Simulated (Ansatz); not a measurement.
```yaml
crystal:
  periodic: [false, false, false]
  atoms:
    - {symbol: N, position_ang: [-1.675363, 0.788321, -0.016028]}
    - {symbol: Si, position_ang: [-0.023523, 0.504583, 0.232998]}
    - {symbol: C, position_ang: [0.885619, -1.081280, 0.268468]}
    - {symbol: N, position_ang: [0.854675, -0.258378, -0.996308]}
    - {symbol: H, position_ang: [-2.258871, 0.174324, -0.557739]}
    - {symbol: H, position_ang: [-2.196768, 1.425740, 0.559980]}
    - {symbol: H, position_ang: [0.508677, 1.639873, 1.020283]}
    - {symbol: H, position_ang: [1.837464, -1.120785, 0.801175]}
    - {symbol: H, position_ang: [0.433686, -2.066255, 0.163600]}
    - {symbol: H, position_ang: [1.717703, -0.057242, -1.473531]}
basis:
  gaussian: {orbitals: def2-TZVP}
total_charge: -1
magnetization: {spin_polarized: true, initial_magnetization: 1}
hamiltonian: {xc: {name: HF}}
correlation: {active_space: {window: {electrons: 6, orbitals: 2}}}
scf: {lower_state_search: light}
output: {forces: true}
```

```sh
$ ansatz run in.yaml --threads 2 --pin off --events-out ev --progress --plain --max-ram 4352MiB
```

**Question.** How does Ansatz answer? (Best estimate.)

**Answer.** Ansatz gave: The program refused the input.
```
Error: invalid value for `correlation.active_space`: it starts from restricted Hartree–Fock orbitals; set hamiltonian.xc: hf without magnetization.spin_polarized
```
